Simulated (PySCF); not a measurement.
Compound: C3H7NSi.
Bonds: C1–Si2, Si2–C3, Si2–C4, C4–N5 (triple). Hydrogens: H6, H7, H8 on C1; H9 on Si2; H10, H11, H12 on C3.

Computed, not measured: PySCF 2.14.0, PBE0-D3(BJ)/def2-SVP geometry optimisation, gas phase.

**Question.** Give the optimised bond lengths and angles.

**Answer.** 
| bond | length (pm) |
| --- | --- |
| C1–Si2, Si2–C3 | 187.0 |
| Si2–C4 | 187.1 |
| C4≡N5 | 116.0 |
| C1–H6 and 5 like bonds | 110.1 |
| Si2–H9 | 149.2 |

Bonds in one row agree within 1 pm and their mean is given. A selection of angles:
| angle | degrees |
| --- | --- |
| Si2–C1–H6 | 110.4 |
| Si2–C1–H7 | 110.6 |
| H6–C1–H7 | 108.4 |
| C1–Si2–C3 | 113.1 |
| C1–Si2–C4 | 107.5 |
| C1–Si2–H9 | 111.3 |
| C4–Si2–H9 | 105.5 |
| Si2–C4–N5 | 178.7 |

Si2 (SiH silicon) is distorted tetrahedral (angles from 105.5° to 113.1°). All 3 C–Si bonds measure 1.869 to 1.871 Å.

No frequency check.

The run took 42 s of wall time on one thread of an Arm Neoverse N1, shared host with 64 logical CPUs at a one-minute load of 24, and the process peaked at 0.45 GiB of memory. This is the geometry optimisation.
